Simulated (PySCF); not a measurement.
oxadisiletane (CH₆OSi₂), SMILES C1O[SiH2][SiH2]1. Heavy atoms are numbered as in [CH2:1]1[O:2][SiH2:3][SiH2:4]1. Hydrogens are named by the atom that carries them.

The structure is a stationary point at TPSSh-D3(BJ)/def2-SVP.

Level of theory: PBE/def2-TZVP (PySCF).

ESP charges are fitted to the potential on shells at 1.4 to 2.0 van der Waals radii. Atomic charges (e), one atom of each kind:

```csv
atom,Löwdin,ESP fit,meta-Löwdin
C1 (CH2),-0.43,0.01,___
O2,0.04,-0.35,-0.59
Si3 (SiH2),0.10,0.35,0.59
Si4 (SiH2),0.18,0.02,0.27
H on C1,0.12,0.07,___
H on Si3,-0.04,-0.07,-0.09
H on Si4,-0.03,-0.02,___
```

### Question
Some entries are withheld; supply them. (Estimate from the structure and the level; the computed values follow.)

### Answer

- C1 (CH2), meta-Löwdin: -0.21
- H on C1, meta-Löwdin: 0.12
- H on Si4, meta-Löwdin: -0.06

Computed Mayer and Wiberg (Löwdin basis) orders of the bonds:
```
bond     Mayer  Wiberg
-------  -----  ------
C1–O2     0.98    1.43
O2–Si3    1.14    1.49
C1–Si4    0.95    1.13
Si3–Si4   0.97    1.08
```
